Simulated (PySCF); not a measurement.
SMILES c1c[se]c(c1)C=Cc1ncccc1 at its GFN2-xTB optimised geometry (Å):

```
22

C      0.2217    -0.5697    -0.0001
C     -0.4935     0.5676    -0.0001
C     -1.9196     0.6382    -0.0002
C     -2.6759     1.7842    -0.0001
C     -4.0715     1.5908    -0.0002
C     -4.4652     0.2896    -0.0002
Se    -3.0344    -0.8848    -0.0002
C      1.6671    -0.6078     0.0000
C      2.3482    -1.8319     0.0000
C      3.7296    -1.8319     0.0000
C      4.3990    -0.6169     0.0000
C      3.6378     0.5442     0.0000
N      2.3219     0.5576     0.0000
H     -0.2900    -1.5275    -0.0001
H      0.0378     1.5101    -0.0001
H     -2.2261     2.7630    -0.0001
H     -4.7701     2.4109    -0.0001
H     -5.4768    -0.0746    -0.0003
H      1.7928    -2.7580     0.0000
H      4.2789    -2.7630     0.0000
H      5.4768    -0.5709     0.0000
H      4.1107     1.5187     0.0000
```

Level of theory: PBE/def2-SVP (PySCF 2.14.0). Cells within 0.4 Å of a nucleus heavier than hydrogen are left out (blank, or x).

Map of the HOMO−1 amplitude (bohr^(-3/2)), clipped to [-0.25, 0.25] on the plane z = 0.0 Å; orbital energy -5.63 eV, overall sign arbitrary:

```
|55555555555555555555555555555|
|55555555555555555555555555555|
|55555555555555555555555555555|
|55555555555555555555555555555|
|55555555555555555555555555555|
|55555555555555555555555555555|
|55555555555555555555555555555|
|55555555555555555555555555555|
|55555555555555555555555555555|
|55555555555555555555566655555|
|555555555x5555555545566665555|
|555555xx5x5566654334577665555|
|55555555555566654101677655555|
|555555x555xx5x6542xx8x4555555|
|555565x5566554566699743456555|
|55555555x66555xx7x7764x676655|
|55555555x55555565335557766655|
|555555555555555554xx6x6666555|
|555555555555555555x76x5555555|
|55555555555555556676554555555|
|55555555555555556666555555555|
|55555555555555556666555555555|
|55555555555555555555555555555|
|55555555555555555555555555555|
|55555555555555555555555555555|
|55555555555555555555555555555|
|55555555555555555555555555555|
|55555555555555555555555555555|
|55555555555555555555555555555|
```
Scale: ten equal steps from -0.250 (start of '0') to 0.179 (end of '9'), in the order '0123456789'; x runs from -7.50 to 7.50, y from -7.50 (bottom) to 7.50 (top).
